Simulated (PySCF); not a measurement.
Ge(2+) (germanium, charge +2) across methods

[Ar] 3d10 4s1 4p1, high-spin 3P determinant (an excited configuration). Computed with PySCF 2.14 in x2c-TZVPPall (6s5p4d1f, 48 functions), with scalar relativity by spin-free X2C-1e.

```
 method  E (hartree)  mean ε 3d β (eV)  mean ε 4s α (eV)  mean ε 4p α (eV)  Σ⟨r²⟩ (bohr²)   ⟨S²⟩
    LDA    -2094.232           -51.034           -31.353           -21.523          21.15  2.001
   MN15    -2098.847           -55.695           -32.832           -23.242          21.24  2.001
    UHF  -2095.97881           -64.856           -35.991           -25.895          21.32  2.001
    PBE    -2097.251           -50.679           -31.079           -21.516          21.23  2.001
   TPSS    -2097.523           -50.611           -31.117           -21.605          21.17  2.001
   PBE0    -2097.291           -54.503           -32.465           -22.731          21.18  2.001
r2SCANh    -2097.519           -52.767           -32.021           -22.330          21.07  2.001
  TPSSh    -2097.512           -52.143           -31.660           -22.075          21.16  2.001
 r2SCAN    -2097.529           -51.297           -31.503           -21.891          21.07  2.001
```
